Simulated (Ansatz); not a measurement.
Basis sets compared for the cluster Pb2S3 (the lowest singlet isomer of a short search). Charge 0, multiplicity 1. Geometry r2SCAN-D4/def2-SVP. Ansatz on 4 threads of Arm Neoverse V2 on a shared host; times are rough, and most runs start from earlier orbitals.

Cartesian coordinates in Å:
```
Pb -0.1121 -1.5214 -0.9875
Pb 0.6568 1.1210 1.2705
S -1.7824 0.3904 0.1501
S 1.6555 -1.2168 0.8602
S -0.4178 1.2267 -1.2933
```

In the def2 sets Pb takes a core potential; there is no spin–orbit coupling. The structure comes from a short search, and lower isomers may exist.

Binding counts from free atoms (Pb triplet, S triplet) in the same basis, without a counterpoise term.

| level | functions | energy (Eh) | HOMO (eV) | LUMO (eV) | binding per atom (eV) | wall time |
| --- | --- | --- | --- | --- | --- | --- |
| PBE-D4/def2-SVP | 106 | -1579.6932 | -5.08 | -2.36 | 3.12 | 1.1 s |
| PBE0-D4/def2-SVP | 106 | -1579.7147 | -6.14 | -1.78 | 2.91 | 1.7 s |

**Question.** Estimate the rows for PBE-D4/def2-TZVP (with forces), PBE0-D4/def2-TZVP.

**Answer.** 
```csv
level,functions,energy (Eh),HOMO (eV),LUMO (eV),binding per atom (eV),wall time
PBE-D4/def2-TZVP (with forces),211,-1580.1268,-5.17,-2.44,3.17,3 s
PBE0-D4/def2-TZVP,211,-1580.1421,-6.19,-1.83,2.98,5.5 s
```
